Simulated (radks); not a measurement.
The numbers below are computed, except where a source is named.
Species: As4+. Configuration: [Ar] 3d9.75 4s1 5s0.25 (fractional occupations, a model configuration). Code: a radial shooting solver on a logarithmic mesh with Libxc functionals. Model: scalar-relativistic Kohn-Sham, r2SCAN, spin-polarised, spherical densities, finite nucleus; open shells are filled with parallel spins first; meta-GGA in the generalised Kohn-Sham scheme; Fermi nuclear charge, rms radius 4.0968 fm.

Normalised radial functions P(r) = r R(r), r in bohr:

```
   r/bohr * 4s down (the largest magnitude, 0.837, reaches the edge; | marks zero)
 0.002015                             |*
 0.003079                             | *
 0.004705                             | *
  0.00719                             |  *
   0.0109                             |   *
  0.01665                             |    *
  0.02545                             |    *
  0.03889                             |   *
  0.05942                             *
  0.09007                       *     |
   0.1376                    *        |
   0.2103                         *   |
   0.3214                             |        *
   0.4911                             |             *
   0.7504                           * |
    1.138     *                       |
    1.738  *                          |
    2.656                 *           |
    4.059                           * |
    6.202                             *
    9.402                             *
```

4s down (empty): eigenvalue -56.303 eV, 3 radial nodes at r = 0.0584, 0.240, 0.721 bohr, <r> = 1.65 bohr, 90 % of the charge inside 2.41 bohr.
